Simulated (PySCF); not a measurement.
CF2, SMILES F[C]F (connectivity only; charge and spin as stated), neutral, multiplicity 1.

Geometry: B3LYP-D3(BJ)/def2-TZVP. The isomer is the one that the SMILES or the coordinates give; other isomers of the formula were not compared.

Calculation: B3LYP-D3(BJ)/def2-TZVP (PySCF).

Harmonic, unscaled wavenumbers; measured fundamentals usually lie a few per cent lower.

```
mode  ν (cm⁻¹)  IR (km/mol)  moving atoms (share of kinetic energy)
----  --------  -----------  --------------------------------------
1          669          3.1                          F 88 %, C 12 %
2         1110        372.1                          C 66 %, F 34 %
3         1227        115.1                          C 64 %, F 36 %
```
